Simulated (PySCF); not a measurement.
Geometry:
```tsv
atom	x (Å)	y (Å)	z (Å)
C1	2.813	0.013	-0.588
C2	1.762	0.118	0.200
C3	0.380	-0.343	-0.161
F4	0.447	-1.182	-1.281
C5	-0.595	0.810	-0.513
C6	-1.824	0.527	0.359
C7	-1.595	-0.926	0.786
O8	-0.184	-1.055	0.880
H9	2.743	-0.443	-1.561
H10	3.781	0.373	-0.285
H11	1.814	0.559	1.184
H12	-0.826	0.756	-1.576
H13	-0.143	1.776	-0.301
H14	-2.759	0.651	-0.180
H15	-1.830	1.177	1.234
H16	-2.009	-1.175	1.763
H17	-1.982	-1.623	0.032
```

Geometry: GFN2-xTB; GIAO absolute shieldings from PySCF, gas phase, non-relativistic, averaged over equivalent atoms.

At B97-D/3-21G (90 basis functions, 14 s wall time on 1 thread of an Arm Neoverse V2, shared host):
| atoms | σ (ppm) |
| --- | --- |
| C2 | 84.6 |
| C3 | 90.8 |
| C1 | 104.1 |
| C7 | 139.3 |
| C5 | 164.5 |
| C6 | 177.7 |
| F4 | 329.0 |
| O8 | 237.7 |
| H11 | 27.38 |
| H9 | 27.44 |
| H10 | 27.91 |
| H17 | 28.75 |
| H16 | 28.81 |
| H12 | 30.86 |
| H13 | 30.93 |
| H15 | 31.27 |
| H14 | 31.29 |

Task: Estimate the result of repeating the calculation with PBE0/pcSseg-1.

Result: 
```tsv
atoms	σ at PBE0/pcSseg-1	change
C2	40.2	-44.4
C3	61.8	-29.0
C1	64.3	-39.8
C7	113.9	-25.4
C5	143.0	-21.5
C6	158.1	-19.6
F4	302.4	-26.6
O8	203.9	-33.8
H11	25.65	-1.73
H9	25.79	-1.65
H10	26.15	-1.76
H17	27.43	-1.32
H16	27.42	-1.39
H12	29.29	-1.57
H13	29.59	-1.34
H15	29.81	-1.46
H14	29.82	-1.47
```

The largest change is at C2 (alkene CH). Cost: 181 basis functions, 24 s wall time on 1 thread of an Arm Neoverse V2, shared host. The order of the carbon signals is the same at both levels.
